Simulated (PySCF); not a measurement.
# Radial density of Ca⁺ (calcium, charge +1)

UHF, [Ar] 4s1, 2S determinant. Computed with PySCF 2.14 in x2c-TZVPall (6s5p3d, 36 functions), with scalar relativity by spin-free X2C-1e.

| r (bohr) | 4πr²ρ (e/bohr) | 4πr²(ρα − ρβ) |
| --- | --- | --- |
| 0.00149 | 0.1757 | 0.0001 |
| 0.00250 | 0.4530 | 0.0002 |
| 0.00421 | 1.148 | 0.0005 |
| 0.00708 | 2.792 | 0.0011 |
| 0.0119 | 6.311 | 0.0025 |
| 0.0200 | 12.57 | 0.0047 |
| 0.0337 | 20.32 | 0.0067 |
| 0.0567 | 23.47 | 0.0046 |
| 0.0954 | 18.50 | -0.0018 |
| 0.160 | 19.02 | 0.0051 |
| 0.270 | 24.55 | 0.0175 |
| 0.454 | 11.69 | 0.0000 |
| 0.763 | 6.466 | 0.0513 |
| 1.28 | 6.407 | -0.0003 |
| 2.16 | 1.231 | 0.1622 |
| 3.63 | 0.3472 | 0.3288 |
| 6.11 | 0.05354 | 0.0535 |
| 10.3 | 0.0003670 | 0.0004 |

Densities and radii are taken from the X2C orbitals without a picture-change correction, which distorts them close to the nucleus.
